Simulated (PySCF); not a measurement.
# What a mistake does to a calculation on Al2H3O cation

Calculated results; nothing here was measured. They come from PySCF 2.14.0, an open-source quantum chemistry program, on an isolated molecule that a program drew, which may never have been made. The molecule is Al2H3O cation (charge +1, singlet), drawn as the SMILES string `[OH][AlH][AlH+]`.

Each row is a Hartree-Fock (HF) and frozen-core CCSD(T) single point in the cc-pV(D+d)Z basis, meant for a local HF minimum. Run 1 is clean. Each other run has one planted mistake out of seven kinds, and not every kind appears here: one electron removed, one electron added, multiplicity raised by two, geometry at a saddle point, minimal basis STO-3G, one bond length entered in bohr, all coordinates scaled. The reference is restricted for singlets and unrestricted otherwise, and also for a bond in bohr. Adding or removing an electron swaps singlet and doublet. Electrons count all cores. HOMO and LUMO are orbital energies over both spins, the gradient is its largest component, and the lowest frequency (negative if imaginary) is given only where the gradient is small. Bond lengths are over the 5 bonds as drawn. T1 is the CCSD diagnostic: over 0.02 (restricted) or 0.045 (unrestricted) a single reference is doubtful.

Geometry of the clean run:
```xyz
6
Al2H3O cation, angstrom
O     1.1083   -1.0179    1.1973
Al    1.7367    0.2911    0.3948
Al    0.8806    2.2449    1.9891
H     1.0887   -1.9579    1.0995
H     2.5810    0.5245   -0.8870
H     0.3291    3.3093    2.9888
```

```
run  electrons  basis functions  <S^2>  HOMO (eV)  LUMO (eV)  gradient (hartree/bohr)  lowest frequency (cm^-1)  mean bond (Å)  longest bond (Å)      T1  HF (hartree)  CCSD(T) (hartree)                          mistake
  1         36               75  0.000     -15.25      -4.87                  3.9e-05                       108         1.6762             2.663  0.0166    -560.24882         -560.57551                         no fault
  2         36               75  0.000     -15.54      -4.96                  1.2e-01                         -         1.5421             2.450  0.0140    -560.20956         -560.53013           all coordinates scaled
  3         36               75  2.008     -12.34      -7.11                  2.4e-02                         -         1.6762             2.663  0.0267    -560.14437         -560.45827       multiplicity raised by two
  4         35               75  0.830     -22.58     -13.73                  6.5e-02                         -         1.6762             2.663  0.0372    -559.71658         -560.02569             one electron removed
  5         36               75  0.781     -15.46      -5.15                  3.6e-02                         -         1.8444             2.663  0.0921    -560.09614         -560.42095  one bond length entered in bohr
  6         36               26  0.000     -12.58       1.73                  7.5e-02                         -         1.6762             2.663  0.0221    -553.47707         -553.60023                                ?
```

**Which mistake was planted in run 6, and what did it cost?**

It has 26 basis functions where the clean run has 75, with the same electrons and geometry. So the mistake is: minimal basis STO-3G. Subtracting run 1 and multiplying by 627.51 kcal/mol a hartree, the energy moved by 4249.3 kcal/mol in HF and 4377.1 kcal/mol in CCSD(T).

Cautions from the logs. Run 5: T1 is over the limit, so its CCSD(T) energy is less reliable; run 6: T1 is over the limit, so its CCSD(T) energy is less reliable.
